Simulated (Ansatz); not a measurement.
Job for Ansatz (a first-principles code): R-PBE0/def2-TZVPP on BH3S (SMILES BS), a point of a torsion scan.

Ansatz 0.2 input:
```yaml
crystal:
  periodic: [false, false, false]
  atoms:
    - {symbol: B, position_ang: [-0.58336362, -0.04364638, -0.04375839]}
    - {symbol: S, position_ang: [1.08095379, -0.47351562, 0.32324225]}
    - {symbol: H, position_ang: [-1.37596811, -0.87179098, -0.26038234]}
    - {symbol: H, position_ang: [-0.89709040, 1.05496996, 0.19763346]}
    - {symbol: H, position_ang: [1.17054561, -1.61278685, -0.35895441]}
basis:
  gaussian:
    orbitals: def2-TZVPP
hamiltonian:
  xc: {name: PBE0}
scf: {lower_state_search: off}
```

The head of its log:

```
WARN ansatz: RAYON_NUM_THREADS=1 ignored (pool sized by the plan → 1); use --threads N
Functional definition: PBE0
these checks for a lower state are left out or cut short: stability, starts, cluster_reference, orbital_swaps, neighbouring_geometries, increment
integrals: 0.03 GiB planned
661 factors; their error is unknown
mean field: 0.30 GiB planned
mean field evaluation 1: about -11554.7557 eV, gradient 2.3e1 eV
mean field evaluation 2: about -11554.6551 eV, gradient 2.4e1 eV
```

### Question
Predict the final total energy.

### Answer
-424.6888 hartree.
